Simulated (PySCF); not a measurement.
## A small calculation by hand: oscillator strength and radiative lifetime

CH₃IOSi, SMILES CO[Si]I (connectivity only; charge and spin as stated), neutral, multiplicity 1.

Geometry: PBE0-D3(BJ)/def2-SVP. The def2 effective core potentials stand for the cores of I; spin–orbit coupling is left out. One conformer was computed; it need not be the lowest.

TDDFT-LC-ωPBE/def2-SVPD run with PySCF puts the first singlet state with f over 0.02 at 6.14 eV (vertical), with the transition dipole (0.825, 0.982, 0.000) in atomic units.

**Question.** Find the oscillator strength, the wavelength and the radiative lifetime that this transition would have in vacuum if emission retraced absorption.

**Answer.** 
|μ|² = 1.6449 au, so |μ| = 3.26 D. ΔE = 6.14/27.211 = 0.2256 hartree. f = (2/3) ΔE |μ|² = 0.247 (the program prints 0.248).
λ = 1239.84/6.14 = 202 nm; ν = 49522 cm⁻¹.
Einstein's coefficient A = 0.6670 ν² f s⁻¹ (ν in cm⁻¹) = 4.0e8 s⁻¹, so τ = 1/A = 2.5 ns. This state is S4; the lower singlets have f = 0.020, 0.000, 0.007. The figure is the radiative limit of this one transition; relaxation, internal conversion, crossing to triplets and a medium change what is measured.
